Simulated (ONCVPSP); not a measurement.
**An all-electron radial function and its pseudo partner (cobalt (Co))**

Columns: radius, all-electron u(r) and pseudo u(r) of the 3s shell (level -102.14 eV) of cobalt in the configuration [Ne] 3s2 3p6 3d7 4s2; PBEsol, scalar-relativistic, ONCV scheme, ONCVPSP 4.0.1.

```json
{"r (bohr)": "0.082", "all-electron": "-0.1042", "pseudo": "0.0987"}
{"r (bohr)": "0.165", "all-electron": "-0.6709", "pseudo": "0.2288"}
{"r (bohr)": "0.248", "all-electron": "-0.4325", "pseudo": "0.4048"}
{"r (bohr)": "0.330", "all-electron": "0.1166", "pseudo": "0.6165"}
{"r (bohr)": "0.413", "all-electron": "0.6428", "pseudo": "0.8412"}
{"r (bohr)": "0.495", "all-electron": "1.0076", "pseudo": "1.0371"}
{"r (bohr)": "0.578", "all-electron": "1.2068", "pseudo": "1.1759"}
{"r (bohr)": "0.660", "all-electron": "1.2689", "pseudo": "1.2367"}
{"r (bohr)": "0.742", "all-electron": "1.2394", "pseudo": "1.2227"}
{"r (bohr)": "0.825", "all-electron": "1.1528", "pseudo": "1.1480"}
{"r (bohr)": "0.908", "all-electron": "1.0371", "pseudo": "1.0365"}
{"r (bohr)": "0.990", "all-electron": "0.9126", "pseudo": "0.9124"}
{"r (bohr)": "1.072", "all-electron": "0.7893", "pseudo": "0.7891"}
{"r (bohr)": "1.155", "all-electron": "0.6725", "pseudo": "0.6723"}
{"r (bohr)": "1.238", "all-electron": "0.5670", "pseudo": "0.5669"}
{"r (bohr)": "1.320", "all-electron": "0.4752", "pseudo": "0.4751"}
{"r (bohr)": "1.402", "all-electron": "0.3957", "pseudo": "0.3957"}
{"r (bohr)": "1.485", "all-electron": "0.3271", "pseudo": "0.3270"}
{"r (bohr)": "1.568", "all-electron": "0.2691", "pseudo": "0.2691"}
{"r (bohr)": "1.650", "all-electron": "0.2212", "pseudo": "0.2212"}
{"r (bohr)": "1.733", "all-electron": "0.1808", "pseudo": "0.1808"}
{"r (bohr)": "1.815", "all-electron": "0.1478", "pseudo": "0.1478"}
{"r (bohr)": "1.898", "all-electron": "0.1203", "pseudo": "0.1202"}
{"r (bohr)": "1.980", "all-electron": "0.0979", "pseudo": "0.0979"}
{"r (bohr)": "2.062", "all-electron": "0.0796", "pseudo": "0.0796"}
{"r (bohr)": "2.145", "all-electron": "0.0645", "pseudo": "0.0645"}
```

(1) How many radial nodes do the two functions have?

(2) At about which radius was the pseudo-wave matched?

(3) Is the pseudo-wave norm-conserving?

Results:

(1) The all-electron 3s function has n − l − 1 = 2 (the table is too coarse to show those close to the nucleus); the pseudo-wave has 0, since the states of the same l below it are removed with the core.

(2) 1.00 bohr, where the columns begin to agree (steps of 0.08 bohr).

(3) Yes: the ONCV scheme keeps the norm inside the radius equal to the all-electron one, which fixes the energy derivative of the logarithmic derivative at the level.
